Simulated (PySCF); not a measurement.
## Hf: excitation energy

Hf [Xe] 4f14 5d2 6s2 (3F) → Hf [Xe] 4f14 5d4 (5D), as a difference of total energies. All numbers are calculated (PySCF 2.14, the spin-free X2C one-electron Hamiltonian (Gaussian nucleus), in x2c-TZVPPall (11s7p7d3f1g, 97 functions)). Correlated levels: valence: [Xe] 4f14 frozen; valence and next inner shell: [Kr] 4d10 4f14 frozen. The calculations carry no spin-orbit coupling.

```csv
method,excitation energy (cm⁻¹)
UHF,35557
LDA,35272
PBE,34880
PBE0,34951
r2SCAN,35907
revPBE,34407
BP86,35499
wB97M-V,38206
MP2 (valence),38472
SCS-MP2 (valence),43482
MP2 (valence and next inner shell),39368
SCS-MP2 (valence and next inner shell),43811
```

A first-order spin-orbit estimate (lowest level to lowest level, LS coupling) adds 0.153 eV.
